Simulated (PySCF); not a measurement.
**C₆ coefficients of unlike pairs at PW91**

Calculated with PySCF 2.14 from the dipole response of each species, C₆(A,B) = (3/π) ∫ α_A(iu) α_B(iu) du, in atomic units, from isotropic polarisabilities. For ions this is the dispersion term alone; charge-induced terms of lower order in 1/R come first.

| species | configuration | basis | relativity | α (bohr³) | C₆ (like pair) |
| --- | --- | --- | --- | --- | --- |
| Os | [Xe] 4f14 5d6 6s2 (5D) | aug-cc-pwCVTZ-PP with ECP60MDF (8s8p7d4f3g) | core potential | 54.68 | 613.1 |
| Cl | [Ne] 3s2 3p5 (2P) | aug-cc-pCVTZ-DK (8s7p5d3f) | spin-free X2C | 15.07 | 96.71 |
| Ga²⁺ | [Ar] 3d10 4s1 (2S) | aug-cc-pV5Z-PP with ECP10MDF (8s7p6d4f3g2h) | core potential | 9.294 | 27.63 |
| Mg²⁺ | [Ne] (1S) | dyall-acv3z (20s13p7d4f) | none | 0.5118 | 0.6201 |

(1) Estimate C₆ for Mg²⁺ with Ga²⁺.

No spin-orbit coupling is included.

The other pairs:

```tsv
pair	C₆
Ga²⁺, Cl	51.25
Mg²⁺, Cl	5.744
Mg²⁺, Os	12.48
Cl, Os	234.4
Ga²⁺, Os	128.0
```

Answers

(1) The integral gives 3.080. The combination rule 2 C_A C_B / (C_A α_B/α_A + C_B α_A/α_B) gives 2.681 and the geometric mean 4.139.
